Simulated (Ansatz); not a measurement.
Mg₃Si. The state is a quintet with charge 0. Geometry r2SCAN-D4/def2-TZVP.

```tsv
atom	x (Å)	y (Å)	z (Å)
Mg1	-1.621	-1.025	-1.424
Mg2	1.543	1.347	1.229
Mg3	0.343	-1.389	0.833
Si4	-0.265	1.067	-0.638
```

At HF/STO-3G the highest occupied level of the charge 0 quintet lies above zero (up to 0.71 eV). In Hartree–Fock with STO-3G the lack of diffuse functions raises the level. At PBE0-D4/def2-TZVP a triplet of charge 0 lies 0.69 eV below the quintet, each at its own geometry. The structure comes from a short search, and lower isomers may exist.

Estimate the α-spin orbital energies around the gap (eV) in Ansatz with HF/STO-3G, LDA (SPW92)/def2-TZVP, PBE-D4/def2-TZVP, revPBE-D4/def2-TZVP, PBE0-D4/def2-TZVP.


```csv
orbital,HF/STO-3G,LDA (SPW92)/def2-TZVP,PBE-D4/def2-TZVP,revPBE-D4/def2-TZVP,PBE0-D4/def2-TZVP
HOMO−9,-52.73,-47.13,-47.02,-46.98,-51.15
HOMO−8,-52.59,-47.10,-46.99,-46.94,-51.12
HOMO−7,-52.57,-47.08,-46.97,-46.92,-51.12
HOMO−6,-12.20,-11.16,-11.11,-11.07,-12.84
HOMO−5,-4.51,-6.71,-6.60,-6.55,-7.64
HOMO−4,-4.08,-6.42,-6.32,-6.28,-7.35
HOMO−3,-1.34,-4.65,-4.65,-4.62,-5.47
HOMO−2,-0.52,-4.46,-4.42,-4.39,-5.13
HOMO−1,0.61,-3.78,-3.77,-3.75,-4.47
HOMO,0.71,-3.77,-3.74,-3.72,-4.44
LUMO,11.70,-2.63,-2.57,-2.55,-2.08
LUMO+1,14.01,-1.96,-1.88,-1.84,-1.32
LUMO+2,14.13,-1.89,-1.83,-1.80,-1.27
LUMO+3,14.29,-1.11,-1.08,-1.06,-0.52
LUMO+4,15.90,-0.61,-0.57,-0.54,0.06
LUMO+5,17.03,-0.46,-0.37,-0.32,0.21
β HOMO,-0.59,-5.67,-5.57,-5.51,-6.25
β LUMO,7.92,-3.64,-3.37,-3.28,-2.65
```
